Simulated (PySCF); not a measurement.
## SiOs: from constants to spectrum

ROHF-CCSD(T) constants of SiOs, ³Σ⁻ (triplet), unpaired electrons δ ↑↑ (Si def2-TZVPP, Os def2-TZVPP with ECP60; scalar-relativistic core potentials (PySCF 2.14); masses 27.9769 and 191.9615 u):

* ωe: 520.3 cm⁻¹
* ωexe: 1.57 cm⁻¹
* Be: 0.15118 cm⁻¹
* αe: 0.000564 cm⁻¹
* D (centrifugal): 5.11e-08 cm⁻¹
* De to Si + Os (5d6 6s2): 4.38 eV

(1) Give the vibrational terms G(v) and spacings up to v = 6.

(2) How well does the Morse estimate ωe²/(4ωexe) reproduce De, and what is D0?

Correlated steps freeze 5 core orbitals. These are scalar-relativistic numbers at best; spin–orbit coupling would shift them, the dissociation energy most. The CCSD T1 diagnostic is raised, a sign that a single reference may not be enough here. With d or f electrons several states lie close, and the lowest PBE0 determinant need not be the measured ground state.

## Answers

(1) G(v) = ωe(v+½) − ωexe(v+½)².

```csv
v,G(v) (cm⁻¹),G(v) − G(v−1),Bv (cm⁻¹)
0,260,,0.1509
1,777,517,0.1503
2,1291,514,0.1498
3,1802,511,0.1492
4,2310,508,0.1486
5,2814,505,0.1481
6,3316,501,0.1475
```

(2) It gives 5.34 eV, 122 % of the computed De. D0 = De − G(0) = 4.38 − 0.03 = 4.35 eV.
